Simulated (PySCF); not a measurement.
Gas-phase reaction: Sb2 + 3 C3H8 = 2 SbH3 + 3 C3H6 (cyclic)

Energies from PySCF, thermal terms from the rigid-rotor harmonic-oscillator model, ideal gas at 1 bar. † marks an energy on the PBE0/def2-TZVP geometry and frequencies. MP2 and CCSD(T) freeze the core. All species are closed-shell singlets. Sb: scalar-relativistic def2 core potential, no spin-orbit coupling. MP2 isn't extrapolated to the basis-set limit. CCSD(T) isn't extrapolated to the basis-set limit.

```
level               ΔH°(298 K), kJ
------------------  --------------
BLYP/def2-TZVP†                476
CCSD(T)/def2-SVP†              520
HF/def2-TZVP†                  ___
M06-2X/def2-TZVP†              432
MP2/def2-SVP†                  544
MP2/def2-TZVPP†                ___
PBE0/def2-QZVP†                453
PBE0/def2-SVP†                 461
r2SCAN/def2-TZVP†              463
LDA/def2-TZVP†                 ___
ωB97X-V/def2-TZVP†             ___
```

**Question.** Some entries are withheld; supply them.

**Answer.** 
- HF/def2-TZVP†, ΔH°(298 K), kJ: 453
- MP2/def2-TZVPP†, ΔH°(298 K), kJ: 529
- LDA/def2-TZVP†, ΔH°(298 K), kJ: 444
- ωB97X-V/def2-TZVP†, ΔH°(298 K), kJ: 419
